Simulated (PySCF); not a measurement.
Compound: C3H9BS.
Structure used (PBE0-D3(BJ)/def2-SVP), in Å, numbered top down from 1:
```xyz
14
C3H9BS angstrom
C     -1.4966   -1.0177    0.1109
B     -0.3230    0.0189    0.2699
C     -0.5828    1.5548    0.4254
C      1.1546   -0.5511    0.2342
S      2.3798    0.5379    1.0165
H     -1.4054   -1.5077   -0.8765
H     -2.5047   -0.5839    0.1771
H     -1.4096   -1.8353    0.8468
H     -1.5613    1.8869    0.0481
H     -0.5855    1.7451    1.5184
H      0.2203    2.1891    0.0197
H      1.3710   -0.6353   -0.8504
H      1.2128   -1.5712    0.6449
H      3.4820   -0.1873    0.7260
```

Method: PBE0-D3(BJ)/def2-SVP geometry optimisation, gas phase in PySCF.

Masses are those of the commonest isotopes; rigid-rotor values at the optimised geometry. The values belong to one conformer with, in the numbering `[CH3:1][B:2]([CH3:3])[CH2:4][SH:5]`, C1–B2–C4–S5 -158°, B2–C4–S5–H -176°.

Question: What are A, B and C (MHz)?

Answer: Ia = 73.87, Ib = 238.54, Ic = 298.78 u·Å²; 505379 MHz·u·Å²/I gives A = 6841, B = 2119, C = 1691 MHz.

Question: What kind of rotor is it?

Answer: An asymmetric top: κ = (2 × 2119 − 6841 − 1691)/(6841 − 1691) = -0.83.

Question: What does the inertial defect say?

Answer: Not planar: Δ = Ic − Ia − Ib = -13.64 u·Å². For a rigid frame Δ = −2 Σ m c², so Σ m c² = 6.82 u·Å² lies off the ab plane: 5.15 from hydrogen and 1.67 from heavier atoms. The atom farthest from that plane is 1.34 Å away.

Question: Give the other two planar moments, Paa and Pbb, and the rms extents of the mass along the axes.

Answer: Paa = Σ m a² = (Ib + Ic − Ia)/2 = 231.72 and Pbb = Σ m b² = (Ia + Ic − Ib)/2 = 67.05 u·Å². With the mass M = 88.05 u, the rms extents √(P/M) along a, b and c are 1.62, 0.87, 0.28 Å.

Question: Where do the levels up to J = 2 lie, in MHz?

Answer: Above 0(0,0):
J = 1: 1(0,1) 3810, 1(1,1) 8533, 1(1,0) 8960
J = 2: 2(0,2) 11403, 2(1,2) 15726, 2(1,1) 17007, 2(2,1) 31175, 2(2,0) 31203

Question: Predict some low-J microwave lines.

Answer: The dipole components are |μa| = 0.86 D, |μb| = 1.23 D, |μc| = 0.54 D. Intensities carry the squares of the components, which stand as 0.49 : 1.00 : 0.19 (a : b : c). Some lines, for components of 0.1 D or more:

```json
{"type": "b", "branch": "R", "J(Ka,Kc)": "4(1,3) ← 3(2,2)", "MHz": "2491", "lower level (cm⁻¹)": "1.421"}
{"type": "a", "branch": "Q", "J(Ka,Kc)": "3(1,2) ← 3(1,3)", "MHz": "2562", "lower level (cm⁻¹)": "0.884"}
{"type": "c", "branch": "Q", "J(Ka,Kc)": "3(1,3) ← 3(0,3)", "MHz": "3776", "lower level (cm⁻¹)": "0.758"}
{"type": "a", "branch": "Q", "J(Ka,Kc)": "4(1,3) ← 4(1,4)", "MHz": "4263", "lower level (cm⁻¹)": "1.362"}
{"type": "c", "branch": "Q", "J(Ka,Kc)": "2(1,2) ← 2(0,2)", "MHz": "4323", "lower level (cm⁻¹)": "0.380"}
{"type": "b", "branch": "R", "J(Ka,Kc)": "3(0,3) ← 2(1,2)", "MHz": "6997", "lower level (cm⁻¹)": "0.525"}
{"type": "a", "branch": "R", "J(Ka,Kc)": "3(2,2) ← 2(2,1)", "MHz": "11430", "lower level (cm⁻¹)": "1.040"}
{"type": "a", "branch": "R", "J(Ka,Kc)": "3(2,1) ← 2(2,0)", "MHz": "11540", "lower level (cm⁻¹)": "1.041"}
{"type": "a", "branch": "R", "J(Ka,Kc)": "3(1,2) ← 2(1,1)", "MHz": "12053", "lower level (cm⁻¹)": "0.567"}
{"type": "a", "branch": "R", "J(Ka,Kc)": "4(0,4) ← 3(0,3)", "MHz": "14970", "lower level (cm⁻¹)": "0.758"}
{"type": "a", "branch": "R", "J(Ka,Kc)": "4(3,1) ← 3(3,0)", "MHz": "15299", "lower level (cm⁻¹)": "2.245"}
{"type": "c", "branch": "R", "J(Ka,Kc)": "3(1,2) ← 2(0,2)", "MHz": "17658", "lower level (cm⁻¹)": "0.380"}
{"type": "c", "branch": "Q", "J(Ka,Kc)": "4(3,2) ← 4(2,2)", "MHz": "24364", "lower level (cm⁻¹)": "1.942"}
{"type": "b", "branch": "Q", "J(Ka,Kc)": "4(3,1) ← 4(2,2)", "MHz": "24371", "lower level (cm⁻¹)": "1.942"}
{"type": "c", "branch": "Q", "J(Ka,Kc)": "3(3,1) ← 3(2,1)", "MHz": "24560", "lower level (cm⁻¹)": "1.426"}
{"type": "c", "branch": "R", "J(Ka,Kc)": "3(2,1) ← 2(1,1)", "MHz": "25736", "lower level (cm⁻¹)": "0.567"}
{"type": "c", "branch": "Q", "J(Ka,Kc)": "4(4,1) ← 4(3,1)", "MHz": "34498", "lower level (cm⁻¹)": "2.755"}
{"type": "c", "branch": "R", "J(Ka,Kc)": "4(3,1) ← 3(2,1)", "MHz": "39860", "lower level (cm⁻¹)": "1.426"}
{"type": "b", "branch": "R", "J(Ka,Kc)": "4(3,1) ← 3(2,2)", "MHz": "39998", "lower level (cm⁻¹)": "1.421"}
{"type": "b", "branch": "R", "J(Ka,Kc)": "4(4,0) ← 3(3,1)", "MHz": "49798", "lower level (cm⁻¹)": "2.245"}
```

Question: Estimate the classical rotational partition function at 25 K, 100 K and 200 K.

Answer: Point group C1, symmetry number σ = 1; q = (√π/σ)·√((kT/h)³/(ABC)), k/h = 20836.6 MHz/K: 4260 at 25 K, 34000 at 100 K, 96300 at 200 K.

Stationary, but not proved a minimum. Zero-point vibration and centrifugal distortion are left out. A rigid rotor knows nothing of internal rotation, which can split or shift real lines. Quadrupole hyperfine structure (11B) is left out.

The run took 43 s of wall time on an Arm Neoverse V2 with one thread, no GPU, shared host with 96 logical CPUs at a one-minute load of 57, and the process peaked at 0.52 GiB of memory. These figures are those of the optimisation.
